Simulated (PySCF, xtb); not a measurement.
C₃H₉FSi₂, SMILES F[SiH2]C1([SiH3])CC1. The values are those of a single conformer.

Harmonic wavenumbers (cm⁻¹) from GFN2-xTB in xtb 6.7.1 at its own minimum, in rising order: 34, 90, 120, 198, 243, 260, 290, 473, 500, 540, 561, 576, 725, 768, 772, 779, 788, 794, 818, 838, 933, 948, 1023, 1068, 1073, 1148, 1149, 1333, 1457, 1493, 2228, 2247, 2284, 2301, 2324, 3060, 3068, 3070, 3079.

Q: What does PySCF with ωB97X-D3(BJ)/def2-SVP give at its own minimum? (An estimate is asked for; the answer gives what the named calculation found.)

A: 41, 113, 121, 184, 230, 239, 331, 476, 608, 664, 694, 752, 793, 848, 872, 920, 938, 959, 961, 972, 978, 987, 1000, 1088, 1106, 1178, 1204, 1305, 1460, 1513, 2240, 2252, 2263, 2266, 2278, 3139, 3147, 3231, 3240. Paired by order, the mean absolute difference is 65 cm⁻¹ and the zero-point energies are 65.0 and 68.0 kcal/mol.
